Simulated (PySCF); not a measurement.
Species: C₅H₄FO₂ (charge -1).
Atom-mapped SMILES: `[CH3:1][c:2]1[c:3]([F:4])[cH:5][o:6][c:7]1[O-:8]`

NICS is the negative of the GIAO shielding at a point without a nucleus: at the ring centre (0) and 1 Å above and below it (1); zz is the component along the ring normal. Level: GIAO PBE0/pcSseg-1 (PySCF, non-relativistic, gas phase) on the GFN2-xTB geometry, one conformer.

Ring bond lengths (Å), with Mayer bond orders in brackets: C2–C3 1.405 (1.26), C3–C5 1.357 (1.58), C5–O6 1.374 (0.98), O6–C7 1.400 (0.97), C7–C2 1.403 (1.32).

Problem. Give the NICS values of each ring in ppm.

Solution. 
| ring | type | NICS(0) | NICS(1), two faces | NICS(1)zz, two faces | rms pucker (Å) | centre to ring atoms, mean (Å) |
| --- | --- | --- | --- | --- | --- | --- |
| C2–C3–C5–O6–C7 | 5-membered ring with O; formal bonds all aromatic | -12.9 | -7.1 / -7.1 | -14.9 / -15.0 | 0.00 | 1.18 |

Problem. What do they say, and how far can they be read as aromaticity?

Solution. 
- C2–C3–C5–O6–C7: mean NICS(1)zz -15.0 ppm, shielded. NICS(0) lies 6 ppm below the mean NICS(1).

Problem. How equal are the bonds by HOMA? Use HOMA with the parameters of Krygowski (1993).

Solution. 
- C2–C3–C5–O6–C7: HOMA -0.02; the largest term is that of O6–C7, α(R − Ropt)² = 2.88.

Problem. Give the inner angles of the rings and the Hirshfeld charges of the ring atoms.

Solution. 
- C2–C3–C5–O6–C7: C2 105.6° (-0.139 e), C3 109.8° (-0.004 e), C5 108.5° (-0.130 e), O6 108.0° (-0.152 e), C7 108.1° (+0.083 e); sum 540.0° against 540° for a flat convex ring.

Problem. What are the shieldings of the ring atoms and their hydrogens in the same run (means over atoms taken as equivalent)?

Solution. 
```json
{"atoms": "C2", "environment": "substituted aromatic carbon", "σ isotropic (ppm)": "124.2"}
{"atoms": "C3", "environment": "aromatic C–F carbon", "σ isotropic (ppm)": "17.4"}
{"atoms": "C5", "environment": "aromatic CH next to a ring oxygen", "σ isotropic (ppm)": "88.8"}
{"atoms": "O6", "environment": "furan-type oxygen", "σ isotropic (ppm)": "91.1"}
{"atoms": "C7", "environment": "aromatic carbon bearing oxygen", "σ isotropic (ppm)": "17.0"}
{"atoms": "H on C5", "environment": "aromatic hydrogen", "σ isotropic (ppm)": "25.75"}
```
